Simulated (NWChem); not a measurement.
System: C₄H₅N; SMILES C/C=C/C#N

Input file for NWChem:

```
start job
memory heap 200 mb stack 900 mb global 1100 mb
geometry units angstroms noautosym nocenter noautoz
  C      0.012713    -2.315219     0.000000
  C      0.385499    -0.876688     0.000000
  C     -0.492048     0.140048     0.000000
  C     -0.093351     1.509949     0.000000
  N      0.212548     2.629241     0.000000
  H     -1.076714    -2.460472     0.000000
  H      0.434016    -2.825385     0.882236
  H      0.434016    -2.825385    -0.882236
  H      1.455531    -0.637841     0.000000
  H     -1.571400    -0.048272     0.000000
end
basis spherical
  * library pcsseg-1
end
dft
  xc pbe0
  iterations 150
end
property
  shielding 9 1 2 3 4 5 6 7 9 10
end
task dft property
```

Parts of the log:

```
             Northwest Computational Chemistry Package (NWChem) 7.3.0
             --------------------------------------------------------

                             Geometry "geometry" -> ""
                             -------------------------

 Output coordinates in angstroms (scale by  1.889725989 to convert to a.u.)

  No.       Tag          Charge          X              Y              Z
 ---- ---------------- ---------- -------------- -------------- --------------
    1 C                    6.0000     0.01271300    -2.31521900     0.00000000
    2 C                    6.0000     0.38549900    -0.87668800     0.00000000
    3 C                    6.0000    -0.49204800     0.14004800     0.00000000
    4 C                    6.0000    -0.09335100     1.50994900     0.00000000
    5 N                    7.0000     0.21254800     2.62924100     0.00000000
    6 H                    1.0000    -1.07671400    -2.46047200     0.00000000
    7 H                    1.0000     0.43401600    -2.82538500     0.88223600
    8 H                    1.0000     0.43401600    -2.82538500    -0.88223600
    9 H                    1.0000     1.45553100    -0.63784100     0.00000000
   10 H                    1.0000    -1.57140000    -0.04827200     0.00000000

 Effective nuclear repulsion energy (a.u.)     138.2538686673

                              NWChem Property Module
                              ----------------------

  itol2e modified to match energy
  convergence criterion.

                                 NWChem DFT Module
                                 -----------------

 Summary of "ao basis" -> "ao basis" (spherical)
 ------------------------------------------------------------------------------
       Tag                 Description            Shells   Functions and Types
 ---------------- ------------------------------  ------  ---------------------
 C                          pcsseg-1                 7       17   3s3p1d
 N                          pcsseg-1                 7       17   3s3p1d
 H                          pcsseg-1                 3        5   2s1p

  itol2e modified to match energy
  convergence criterion.

[...]

          -----------------------------------------
          Chemical Shielding Tensors (GIAO, in ppm)
          -----------------------------------------

                                NWChem CPHF Module
                                ------------------

  scftype          =     RHF
  nclosed          =       18
  nopen            =        0
  variables        =     1656
  # of vectors     =        3
  tolerance        = 0.10D-03
  level shift      = 0.00D+00
  max iterations   =       50
  max subspace     =       30

 SCF residual:    5.0935538660033976E-005

Iterative solution of linear equations
  No. of variables     1656
  No. of equations        3
  Maximum subspace       30
        Iterations       50
       Convergence  1.0D-04

   iter   nsub   residual    time
   ----  ------  --------  ---------
     1      3    5.91D-01      67.8
     2      6    6.25D-02      72.1
     3      9    3.42D-03      75.7
     4     12    1.90D-04      79.0
     5     15    1.45D-05      82.9

      Atom:    1  C
        Diamagnetic
    243.4272      3.9826     -0.0000
      3.9826    260.0212     -0.0000
     -0.0000     -0.0000    241.9009

        Paramagnetic
    -93.2862      7.3119      0.0000
      7.3119    -81.3210      0.0000
      0.0000      0.0000    -84.8572

        Total Shielding Tensor
    150.1409     11.2945      0.0000
     11.2945    178.7002      0.0000
      0.0000      0.0000    157.0437

           isotropic =     161.9616
          anisotropy =      30.9981

          Principal Components and Axis System
                 1           2           3
              182.6270    157.0437    146.2141

      1         0.3284      0.0000      0.9445
      2         0.9445     -0.0000     -0.3284
      3         0.0000      1.0000     -0.0000

      Atom:    2  C
        Diamagnetic
    253.8872     -5.3502      0.0000
     -5.3502    272.2967     -0.0000
      0.0000     -0.0000    239.2213

        Paramagnetic
   -311.2446    -55.6819      0.0000
    -55.6819   -302.6773      0.0000
      0.0000      0.0000    -79.9443

        Total Shielding Tensor
    -57.3574    -61.0321      0.0000
    -61.0321    -30.3806      0.0000
      0.0000      0.0000    159.2770

           isotropic =      23.8463
          anisotropy =     203.1460

          Principal Components and Axis System
                 1           2           3
              159.2770   -106.3739     18.6359

      1         0.0000      0.7797     -0.6262
      2         0.0000      0.6262      0.7797
      3         1.0000     -0.0000     -0.0000

      Atom:    3  C
        Diamagnetic
    254.8696     -2.8826     -0.0000
     -2.8826    274.9906     -0.0000
     -0.0000     -0.0000    239.9528

        Paramagnetic
   -218.6293    -65.7772      0.0000
    -65.7772   -232.2211      0.0000
      0.0000      0.0000    -91.7765

        Total Shielding Tensor
     36.2402    -68.6598      0.0000
    -68.6598     42.7695      0.0000
      0.0000      0.0000    148.1764

           isotropic =      75.7287
          anisotropy =     108.6715

          Principal Components and Axis System
                 1           2           3
              148.1764    108.2422    -29.2325

      1        -0.0000     -0.6901      0.7237
      2         0.0000      0.7237      0.6901
      3         1.0000     -0.0000     -0.0000

      Atom:    4  C
        Diamagnetic
    246.5120     10.8631     -0.0000
     10.8631    285.4026      0.0000
     -0.0000      0.0000    242.9448

[...]
```

Level: PBE0/pcSseg-1, GIAO. The geometry was optimised at PBE0/def2-SVP. The output numbers the shielded atoms by their place in the input's list. The printed shielding anisotropy is the first printed principal value minus the mean of the other two.
